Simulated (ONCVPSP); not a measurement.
# LDA (Perdew-Wang 92) ONCV dataset for Cd, scalar-relativistic all-electron reference.

| Quantity | Value |
| --- | --- |
| Element | Cd (Z = 48) |
| Generator | ONCVPSP 4.0.1 |
| Type | optimised norm-conserving Vanderbilt (ONCV) |
| Functional | LDA (Perdew-Wang 92) |
| Relativity | scalar-relativistic |
| Frozen core | [Ar] 3d10 |
| Valence charge | 20 |
| Reference configuration | 4s2 4p6 4d10 5s2 |
| Partial waves | 4s+5s: rc 1.65 bohr, ncon 4, nbas 7, qcut 7.1 1/bohr, 2 projectors; 4p: rc 1.40 bohr, ncon 4, nbas 8, qcut 9.3 1/bohr, 2 projectors, debl 2.6 Ha; 4d: rc 1.75 bohr, ncon 3, nbas 8, qcut 8 1/bohr, 2 projectors, debl 2.3 Ha |
| Local potential | polynomial inside 0.95 bohr (lpopt 4, dvloc0 0 Ha) |
| Core correction | none |

Poles of the logarithmic derivatives, all-electron (AE) and pseudo (PS). s: poles at -3.7 (AE) and -3.7, 4.9 (PS) Ha. p: poles at -1.5 (AE) and -1.5 (PS) Ha. d: poles at 0.1 (AE) and 0.1 (PS) Ha. Test radii: s 1.68, p 1.42, d 1.78 bohr.

- Cutoffs needed: 25 Ha and 34 Ha (the cutoffs (Ha) at which the residual kinetic energy of the hardest occupied pseudo-wave falls to 1 and 0.1 mHa per electron)
- Ghost test: no bound ghost flagged; GHOST(+) flagged for s at 218.7 eV
- Largest excitation error: -558 meV (all-electron minus pseudo) for 4s1 4p6 4d10 5s2, out of 4 test configurations
